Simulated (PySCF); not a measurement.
Rb¹⁰⁺: fine-structure interval

Rb¹⁰⁺ [Ar] 3d9 [3d3/2^4 3d5/2^5, M_J = 5/2] → Rb¹⁰⁺ [Ar] 3d9 [3d3/2^3 3d5/2^6, M_J = 3/2], as a difference of total energies. All numbers are calculated (PySCF 2.14, the two-component X2C-1e Hamiltonian, in an uncontracted even-tempered set (18 s from 0.64 bohr⁻², ratio 2.8; 13 p from 0.83 bohr⁻², ratio 2.8; 9 d from 0.83 bohr⁻², ratio 2.8; 4 f from 5.2 bohr⁻², ratio 3)). Correlated levels: [Ne] frozen; the 88 highest virtual spinors dropped. "Screened" scales the spin-orbit matrix elements by Boettger's factors to mimic the two-electron term; Breit and QED terms are absent.

```csv
method,fine-structure interval (cm⁻¹)
GHF (screened spin-orbit),13036
GMP2 (screened spin-orbit),13060
GHF (bare spin-orbit),17884
```
